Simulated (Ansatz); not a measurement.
Reactions of Cl₃FSi, SMILES `F[Si](Cl)(Cl)Cl`.

Calculated with Ansatz (gas phase, PBE0-D4/def2-TZVP geometries, no zero-point term in ΔE). CCSD(T)/CBS is the MP2 limit (def2-TZVPP, def2-QZVPP) plus CCSD(T) − MP2 in def2-TZVPP, frozen cores. This one scheme is used for every species. DFT in def2-TZVPP. For Br, Se outer-core shells are correlated without core-valence functions, which leaves a few kJ/mol of doubt a bond. Scalar relativity is left out up to krypton. Each species was taken in one conformer, which may not be the lowest.

```csv
reaction,B2PLYP (kJ/mol)
`F[Si](Cl)(Cl)Cl` + `NBBr` → `N[Si](F)(Cl)Cl` + `ClBBr`,71
`F[Si](Cl)(Cl)Cl` + HBr → `Cl[Si](Cl)(Cl)Br` + H–F,63
`F[Si](Cl)(Cl)Cl` + H₂Se → `Cl[Si](Cl)(Cl)[SeH]` + H–F,90
`F[Si](Cl)(Cl)Cl` + CH₃OH → `CO[Si](Cl)(Cl)Cl` + H–F,30
`F[Si](Cl)(Cl)Cl` + `N=C=O` → `O=C=N[Si](F)(Cl)Cl` + HCl,-6
`F[Si](Cl)(Cl)Cl` + H₂S → `F[Si](S)(Cl)Cl` + HCl,36
```

**Question.** Give the CCSD(T)/CBS values in the same order. (An estimate is asked.)

**Answer.** The calculation gave: 70, 51, 76, 22, -5, 34 kJ/mol.

Largest T1 diagnostic: 0.018, for `N=C=O`.
